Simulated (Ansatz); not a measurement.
Consider the cleavage of the B–Ga bond: `[BH2][GaH][OH]` + `CC(N)=O` → `BNC(C)=O` + `[OH][GaH2]`.

Isolated molecules relaxed with PBE0-D4/def2-TZVP in Ansatz; ΔE leaves out vibrations. CCSD(T)/CBS adds triple-zeta CCSD(T) − MP2 to the extrapolated MP2 energy (def2 sets, frozen cores). Functionals use def2-TZVPP. For Ga outer-core shells are correlated without core-valence functions, which leaves a few kJ/mol of doubt a bond. Scalar relativity is left out up to krypton. Each species was taken in one conformer, which may not be the lowest.

(1) Is it downhill or uphill in electronic energy at CCSD(T)/CBS, and by how much? (Estimate.)

(2) What do these levels give: PBE0-D4, ωB97M-V, r2SCAN, HF/def2-TZVPP, SCS-MP2/def2-TZVPP, CCSD/def2-TZVPP? (Estimate.)

Largest T1 diagnostic among the species: 0.015.

Results:

(1) Computed: Downhill: ΔE = -1.38 eV.

(2) The calculation gave: PBE0-D4 -1.36, ωB97M-V -1.44, r2SCAN -1.38, HF/def2-TZVPP -1.44, SCS-MP2/def2-TZVPP -1.46, CCSD/def2-TZVPP -1.42 eV.
